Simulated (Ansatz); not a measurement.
Job for Ansatz (a quantum-chemistry and plane-wave program): R-CCSD(T)/def2-SVP on AsH4In (SMILES [AsH2][InH2]), a point of a torsion scan. Elements past Kr take the def2 small-core potentials; no spin–orbit coupling. The run froze 23 orbitals, filled d shells among them.

Ansatz 0.2 input:
```yaml
crystal:
  periodic: [false, false, false]
  atoms:
    - {symbol: As, position_ang: [-1.51737965, -0.25827508, -0.73524190]}
    - {symbol: In, position_ang: [0.97572439, 0.21777892, -0.17002670]}
    - {symbol: H, position_ang: [-1.85166824, 1.06589760, -0.08689907]}
    - {symbol: H, position_ang: [-1.63335455, -0.92200913, 0.61626720]}
    - {symbol: H, position_ang: [2.01684506, -0.78543581, 0.84714549]}
    - {symbol: H, position_ang: [1.92811632, 1.60210508, -0.71898691]}
basis:
  gaussian:
    orbitals: def2-SVP
magnetization: {spin_polarized: false}
correlation: {method: ccsd_t, electrons: outside_noble_gas}
scf: {lower_state_search: off}
```

Output:

```
WARN ansatz: RAYON_NUM_THREADS=1 ignored (pool sized by the plan → 1); use --threads N
Functional definition: HF
these checks for a lower state are left out or cut short: stability, starts, cluster_reference, orbital_swaps, neighbouring_geometries, increment
integrals: 0.07 GiB planned
858 factors; integrals over basis functions are off by at most 1.2e-3 eV
mean field: 0.19 GiB planned
mean field evaluation 1: about -65998.7022 eV, gradient 1.1e1 eV
mean field evaluation 2: about -65998.7095 eV, gradient 1.1e1 eV
mean field evaluation 4: about -65999.4059 eV, gradient 1.3e0 eV
mean field evaluation 8: about -65999.4162 eV, gradient 1.3e-4 eV
mean field -65999.41615006 eV, -2425.4338075038 hartree, gradient 8.1e-6 eV, S^2 0.000000; 0 other end points of the search recorded, 0 dependent functions left out
23 core orbitals not correlated
reference -65999.41615006 eV, -2425.4338075038 hartree; 6, 6 occupied and 49, 49 virtual orbitals, 858 factors
second order -4.85084577 eV of doubles, -0.00000000 eV of singles
coupled cluster: 0.14 GiB planned
cycle   1  -5.59359102 eV  change   -7.4e-1 eV  update   7.1e-2
cycle   2  -5.87785689 eV  change   -2.8e-1 eV  update   2.6e-2
cycle   3  -5.89443752 eV  change   -1.7e-2 eV  update   7.0e-3
cycle   4  -5.89274545 eV  change    1.7e-3 eV  update   2.5e-3
cycle   5  -5.89212434 eV  change    6.2e-4 eV  update   8.4e-4
cycle   6  -5.89193261 eV  change    1.9e-4 eV  update   3.0e-4
cycle   7  -5.89195018 eV  change   -1.8e-5 eV  update   1.1e-4
cycle   8  -5.89196883 eV  change   -1.9e-5 eV  update   3.7e-5
cycle   9  -5.89196099 eV  change    7.8e-6 eV  update   1.4e-5
perturbative correction -0.15589880 eV, -0.0057291751 hartree
Total energy: -66005.46400985 eV, -2425.6560622514 hartree
Checks for a lower state left out: stability, starts, cluster_reference, orbital_swaps, neighbouring_geometries, increment
```

The calculation finished and met its thresholds.

Cost: about 3 core-seconds (a rough figure).
